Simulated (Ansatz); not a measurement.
Isomers of CH6GeTe, relaxed with PBE0-D4/def2-TZVP in Ansatz; electronic energies, one conformer each and not always the lowest. Functionals use def2-TZVPP; CBS adds triple-zeta CCSD(T) − MP2 to the MP2 limit of def2-TZVPP and def2-QZVPP.

Elements past krypton have def2 core potentials. Outer-core shells of Ge, Te are correlated without core-valence functions. Scalar relativity is left out up to krypton. Spin–orbit coupling is left out.

(1) Order them by energy at frozen-core CCSD(T)/CBS, lowest first. (An estimate is asked.)
A. `[CH3][GeH2][TeH]`
B. `C[Te][GeH3]`
C. `[GeH3][CH2][TeH]`

(2) How do HF/CBS(def2), MP2/CBS(def2), PBE-D4, r2SCAN-D4 place them (kJ/mol, against `[CH3][GeH2][TeH]`)? (Best estimate.)

Results:

(1) A (0.0 kJ/mol), B (29.4 kJ/mol), C (106.0 kJ/mol).

(2) The calculation gave: 
```json
{"isomer": "`C[Te][GeH3]`", "HF/CBS(def2)": "32.2", "MP2/CBS(def2)": "28.9", "PBE-D4": "28.3", "r2SCAN-D4": "31.2"}
{"isomer": "`[GeH3][CH2][TeH]`", "HF/CBS(def2)": "117.0", "MP2/CBS(def2)": "109.2", "PBE-D4": "112.0", "r2SCAN-D4": "114.7"}
```
